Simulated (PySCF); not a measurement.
Compound: C₈H₉N.
Atom-mapped SMILES: `[cH:1]1[cH:2][c:3]([CH:4]2[CH2:5][CH2:6]2)[cH:7][cH:8][n:9]1` (hydrogens: H10 on C1; H11 on C2; H12 on C4; H13, H14 on C5; H15, H16 on C6; H17 on C7; H18 on C8)

The closed-shell SCF was solved with PySCF and density fitting under several settings on one GFN2-xTB geometry (grid level 2 and gas phase unless stated).

```tsv
settings	basis functions	SCF cycles	E (Eh)	HOMO (eV)	LUMO (eV)	dipole (D)
PBE0/pcSseg-1	198	14	-364.5075	-7.24	-0.62	3.06
WP04/IGLO-II, damping 0.2 at the start, DIIS from the seventh cycle, fitting basis def2-qzvpp-jkfit	252	20	-374.0548	-8.28	-2.66	3.08
B97-D/pcSseg-1, energy threshold 1e-06 Eh	198	8	-364.6525	-5.66	-1.43	3.04
```

**Question.** Estimate the rows for these settings: (1) wB97X-D/6-31G*, IEF-PCM chloroform; (2) PW91/pcSseg-0, grid level 1.

**Answer.** 
```json
{"settings": "wB97X-D/6-31G*, IEF-PCM chloroform", "basis functions": "144", "SCF cycles": "13", "E (Eh)": "-364.8575", "HOMO (eV)": "-8.92", "LUMO (eV)": "1.44", "dipole (D)": "3.66"}
{"settings": "PW91/pcSseg-0, grid level 1", "basis functions": "99", "SCF cycles": "11", "E (Eh)": "-364.0384", "HOMO (eV)": "-5.27", "LUMO (eV)": "-1.53", "dipole (D)": "3.22"}
```

**Question.** Over all rows, what range does the HOMO–LUMO gap span?

**Answer.** From 3.74 eV (PW91/pcSseg-0, grid level 1) to 10.36 eV (wB97X-D/6-31G*, IEF-PCM chloroform). The functional of the narrowest has no exact exchange, that of the widest range-separated exact exchange.

**Question.** And the dipole moment?

**Answer.** From 3.04 D (B97-D/pcSseg-1, energy threshold 1e-06 Eh) to 3.66 D (wB97X-D/6-31G*, IEF-PCM chloroform); the largest is 1.20 times the smallest, and the median is 3.08 D.

B97-D and wB97X-D ran without the empirical dispersion term, which would shift the total energy alone. Cycle counts include a coarse-grid stage where the run had one. All basis functions are spherical, in the Pople sets too. WP04 was designed for NMR shieldings or shifts; total energies of different functionals aren't comparable. One conformer (not necessarily the lowest) at the GFN2-xTB geometry, without vibrations or thermal averaging.

Conformer computed: `[cH:1]1[cH:2][c:3]([CH:4]2[CH2:5][CH2:6]2)[cH:7][cH:8][n:9]1`: C2–C3–C4–C5 -35°.
